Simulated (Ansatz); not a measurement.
SiNH8OF, closed shell: at a first-order saddle point.

The input file, in.yaml:

```yaml
crystal:
  periodic: [false, false, false]
  atoms:
    - {symbol: Si, position_ang: [-0.774909, 0.014822, -0.848299]}
    - {symbol: O, position_ang: [-0.303972, -1.391244, 0.563954]}
    - {symbol: H, position_ang: [-0.297120, -1.008617, -1.801640]}
    - {symbol: H, position_ang: [-1.068545, 1.152518, -1.812466]}
    - {symbol: H, position_ang: [-2.097869, -0.021966, -0.169057]}
    - {symbol: H, position_ang: [1.224089, 0.374197, 0.679903]}
    - {symbol: N, position_ang: [0.607209, 0.987770, -0.047847]}
    - {symbol: H, position_ang: [0.612057, -1.173731, 1.078729]}
    - {symbol: F, position_ang: [1.691017, -0.556934, 1.489690]}
    - {symbol: H, position_ang: [-1.004108, -1.536045, 1.204352]}
    - {symbol: H, position_ang: [0.217232, 1.786830, 0.444321]}
    - {symbol: H, position_ang: [1.194920, 1.372500, -0.781640]}
basis:
  gaussian: {orbitals: def2-TZVPP}
hamiltonian: {xc: {name: B97M-V}}
```

Launched with

```bash
ansatz run in.yaml --threads 4 --pin off --events-out ev --progress --plain --max-ram 9574MiB
```

Output of Ansatz 0.2.0:

```
Functional definition: B97M-V
  name "B97M-V"
  cite "Mardirossian & Head-Gordon, J. Chem. Phys. 142, 074111 (2015) doi:10.1063/1.4907719"
  cite "Becke, J. Chem. Phys. 107, 8554 (1997) doi:10.1063/1.475007"
  cite "Vydrov & Van Voorhis, J. Chem. Phys. 133, 244103 (2010) doi:10.1063/1.3521275"
  # Of w^i u^j: cxij and so on, Table III.
  parameter cx00 = 1.000
  parameter cx01 = 1.308
  parameter cx02 = 1.901
  parameter cx10 = 0.416
  parameter cx11 = 3.070
  parameter css00 = 1.000
  parameter css02 = -1.855
  parameter css10 = -5.668
  parameter css32 = -20.497
  parameter css42 = -20.364
  parameter cos00 = 1.000
  parameter cos01 = 1.573
  parameter cos03 = -6.298
  parameter cos10 = 2.535
  parameter cos32 = -6.427
  parameter b = 6.0
  parameter c = 0.01
  gx(w, u) = cx00 + cx01*u + cx02*u^2 + (cx10 + cx11*u)*w
  gss(w, u) = css00 + css02*u^2 + css10*w + (css32*w^3 + css42*w^4)*u^2
  gos(w, u) = cos00 + cos01*u + cos03*u^3 + cos10*w + cos32*w^3*u^2
  exchange = spin_sum(e_x_unif_s*gx(b97_w, b97_u_x))
  correlation = spin_sum(e_c_pw_mod_same_spin*gss(b97_w, b97_u_same))
      + integral(e_c_pw_mod_opposite_spin*gos(b97_w_opposite, b97_u_opposite)) + vv10(b, c)
1222 factors; their error is unknown
mean field evaluation 1: about -14252.4692 eV, gradient 7.5e1 eV
mean field evaluation 2: about -14237.9865 eV, gradient 1.1e2 eV
mean field evaluation 4: about -14261.8111 eV, gradient 6.6e0 eV
mean field evaluation 8: about -14261.8856 eV, gradient 2.2e-1 eV
mean field evaluation 16: about -14261.8606 eV, gradient 1.8e-4 eV
mean field -14261.86063055 eV, -524.1137111365 hartree, gradient 2.5e-5 eV, S^2 0.000000; 0 other end points of the search recorded, 0 dependent functions left out
reference -14261.86068879 eV, -524.1137132767 hartree; 23, 23 occupied and 224, 224 virtual orbitals, 1222 factors
Total energy: -14261.86068879 eV, -524.1137132767 hartree
```

The run took about 13 s on 4 CPU threads of an AMD EPYC (shared host).
